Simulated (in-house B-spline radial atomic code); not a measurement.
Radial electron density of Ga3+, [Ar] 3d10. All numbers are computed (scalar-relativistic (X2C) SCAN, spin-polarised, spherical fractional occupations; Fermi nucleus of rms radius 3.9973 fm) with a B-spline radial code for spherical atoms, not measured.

One-electron X2C: radii and densities carry no picture-change correction, so inner-shell <1/r> comes out high (for 1s by about 2 % at Z = 33, 5 % at 54, 10 % at 75, 30 % at 118) and <r> low.

Columns: r (bohr), 4πr²n(r) (electrons per bohr), bar.

```
 0.00187    1.131 #
 0.00224    1.544 ##
 0.00267    2.082 ##
  0.0032     2.82 ###
 0.00382    3.773 ####
 0.00456    5.014 #####
 0.00545    6.622 #######
 0.00651    8.651 #########
 0.00777    11.16 ###########
 0.00928     14.2 ##############
  0.0111    17.79 ##################
  0.0132    21.71 ######################
  0.0158    26.03 ##########################
  0.0189     30.3 ##############################
  0.0226    34.06 ##################################
   0.027    36.79 #####################################
  0.0322    38.01 ######################################
  0.0385    37.51 ######################################
   0.046    35.48 ####################################
  0.0549    32.76 #################################
  0.0656    30.67 ###############################
  0.0784    30.64 ###############################
  0.0936    33.33 ##################################
   0.112    38.09 ######################################
   0.134    42.56 ###########################################
    0.16    43.76 ############################################
   0.191    40.14 ########################################
   0.228    32.73 #################################
   0.272    25.18 #########################
   0.325    21.23 #####################
   0.388    22.07 ######################
   0.464    25.28 #########################
   0.554     26.8 ###########################
   0.662    24.36 ########################
    0.79    18.77 ###################
   0.944     12.3 ############
    1.13    6.936 #######
    1.35    3.464 ###
    1.61    1.535 ##
    1.92   0.5936 #
     2.3   0.1856 
    2.74  0.04711
```

On this grid the curve has 3 maxima, near 0.0322, 0.16, 0.554 bohr.

The 3p down radial function P(r) = rR(r), positive near the nucleus:

```tsv
r (bohr)	P
0.00187	0.001502
0.00267	0.002864
0.00382	0.005501
0.00545	0.01051
0.00777	0.01995
0.0111	0.03764
0.0158	0.06934
0.0226	0.1253
0.0322	0.2157
0.046	0.3502
0.0656	0.5178
0.0936	0.6641
0.134	0.6675
0.191	0.3751
0.272	-0.2502
0.388	-0.9637
0.554	-1.31
0.79	-1.078
1.13	-0.5618
1.61	-0.1779
2.3	-0.02821
```
